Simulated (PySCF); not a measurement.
PySCF input file for (Z)-1-chloro-1,2-difluoroprop-1-ene (C₃H₃ClF₂), SMILES C/C(F)=C(\F)Cl, PBE/pcSseg-1. The structure is a stationary point at B3LYP-D3(BJ)/def2-SVP.

```python
import numpy as np
from pyscf import gto, scf, dft
from pyscf.prop.nmr import rks as nmr

mol = gto.M(
    atom='''
    C    -0.37738973   -2.25861710    0.00000000
    C     0.24721809   -0.90929563   -0.00000000
    F     1.58844493   -0.90214376    0.00000000
    C    -0.40395444    0.26078578    0.00000000
    F    -1.73673618    0.30783969   -0.00000000
    Cl    0.36038771    1.80161741   -0.00000000
    H    -0.05772830   -2.82706875   -0.88936199
    H    -0.05772830   -2.82706874    0.88936198
    H    -1.47175673   -2.18186017    0.00000000
    ''',
    basis='pcSseg-1',
    charge=0,
    spin=0,
    max_memory=1600,
    verbose=3,
)
mf = dft.RKS(mol, xc='pbe')
mf.grids.level = 3
mf.conv_tol = 1e-10
mf.max_cycle = 100
mf.kernel()
n = nmr.NMR(mf)
n.verbose = 2
n.max_cycle_cphf = 60
sigma = n.kernel()
print('atom   isotropic/ppm   span/ppm')
for i, s in enumerate(sigma):
    w = np.linalg.eigvalsh((s + s.T) / 2)
    print(f'{mol.atom_symbol(i):2s}{i + 1:3d} {w.mean():14.3f} {w[2] - w[0]:11.3f}')
```

It prints:

```
converged SCF energy = -775.411977506101
atom   isotropic/ppm   span/ppm
C   1        164.235      29.911
C   2         28.277     104.719
F   3        295.598     140.807
C   4         29.967      93.623
F   5        278.321      97.378
Cl  6        686.727     397.734
H   7         29.160      10.183
H   8         29.160      10.183
H   9         28.921       8.557
```

The calculation finished and met its thresholds.
